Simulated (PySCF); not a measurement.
## Distorted geometries of [Eu(H2S)3]3+

[Eu(H2S)3]3+ (singlet in the valence; each metal's 4f electrons, 6 of them, lie in its core potential, out of spins and levels). PySCF 2.14.0, RKS TPSS, Eu lcecp-1-SVP with ECP52, S def2-SVP, H def2-SVP; non-relativistic Hamiltonian with scalar-relativistic core potentials where named; density fitting; no spin-orbit coupling. Relaxed geometry:

```xyz
10

Eu   -0.0963   -0.0621   -0.7943
S     2.6150   -0.1314    0.1964
H     3.0464   -1.4325    0.2113
H     3.4562    0.3012   -0.7958
S    -1.3214    2.5108   -0.2660
H    -1.3960    2.6978    1.0904
H    -0.3893    3.4888   -0.4983
S    -1.3905   -2.3412    0.4264
H    -2.5681   -1.9419    1.0044
H    -1.9559   -3.0896   -0.5746
```

Problem. Order these distorted geometries by energy above the relaxed one, lowest first.
A.
```xyz
10

Eu   -0.2078   -0.0565   -0.7700
S     2.8168    0.0040    0.0577
H     3.0333   -1.4175    0.1734
H     3.2556    0.3703   -0.8652
S    -1.3041    2.4682   -0.1971
H    -1.3076    2.7139    1.0454
H    -0.2486    3.4527   -0.3547
S    -1.4533   -2.3682    0.3534
H    -2.6180   -1.9716    1.1308
H    -1.9662   -3.1953   -0.5738
```
B.
```xyz
10

Eu   -0.1156   -0.0852   -0.8025
S     2.6042   -0.1089    0.1392
H     3.0206   -1.4381    0.1848
H     3.4238    0.3314   -0.7704
S    -1.3079    2.5258   -0.2583
H    -1.4086    2.7096    1.0952
H    -0.3648    3.5246   -0.4731
S    -1.3788   -2.3789    0.4306
H    -2.5528   -1.9859    1.0359
H    -1.9201   -3.0943   -0.5814
```
C.
```xyz
10

Eu   -0.0222   -0.0068   -0.8936
S     2.6612    0.0290    0.2899
H     2.9640   -1.3124    0.1904
H     3.3751    0.0076   -0.8887
S    -1.3209    2.5417   -0.1214
H    -1.1269    2.6052    1.3241
H    -0.6479    3.6295   -0.3410
S    -1.2859   -2.3987    0.6425
H    -2.5723   -2.0649    0.5574
H    -2.0241   -3.0301   -0.7596
```

Solution. B (0.09 eV), C (1.70 eV), A (2.35 eV).

Problem. Which forces (eV/Å) act in the one that lies 0.09 eV up?

Solution. 
```
Eu  -0.03  0.16  0.02
S   -1.20 -1.15  1.53
H   -0.04  0.55 -0.08
H    1.25  0.56 -1.42
S    0.30  0.24 -0.12
H    0.01 -0.02  0.02
H   -0.28 -0.34  0.06
S    0.16  0.34  0.42
H    0.11 -0.09 -0.13
H   -0.27 -0.25 -0.29
```
Forces carry noise of the integration grid, about 0.01 to 0.03 eV/Å.

No frequency check is given that shows the relaxed geometry to be a minimum. An lcecp potential fixes the number of 4f electrons, so in runs with it no electron can move into or out of that shell.
